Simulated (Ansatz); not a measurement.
Isomers of Ga4P4 (singlet), relaxed with PBE0-D4/def2-SVP; total energies from Ansatz at PBE0-D4/def2-TZVP.

```json
{"isomer": "A", "description": "point group D2d; 4 × Ga–P 2.52 Å; 4 × P–P 2.29 Å", "energy (Eh)": "-9063.52553"}
{"isomer": "B", "description": "point group not assigned; 6 × Ga–P 2.46 to 2.73 Å; 4 × P–P 2.09 to 2.35 Å; 1 × Ga–Ga 2.78 Å", "energy (Eh)": "-9063.53013"}
{"isomer": "C", "description": "point group not assigned; 8 × Ga–P 2.20 to 2.74 Å; 3 × P–P 2.30 to 2.32 Å", "energy (Eh)": "-9063.51901"}
```

The isomers come from a short search, and lower ones may exist.

Task: Work out the relative energies (1 Eh = 2625.5 kJ/mol) and the Boltzmann populations at 500 K from electronic energies alone (R = 8.314 J/mol/K).

Result: ΔE: A 12.1, B 0.0, C 29.2 kJ/mol. RT = 4.16 kJ/mol. Factors exp(−ΔE/RT): A 0.0545, B 1, C 0.000895; sum 1.055. Populations: A 5.2 %, B 94.8 %, C 0.1 %. Zero-point energy, vibrational entropy and symmetry numbers are left out and can shift these; an error of 4 kJ/mol changes a ratio by a factor of 2.6. Over the other density-functional and correlated levels in def2 sets, the gap between B and A ranges from 7 to 31 kJ/mol.
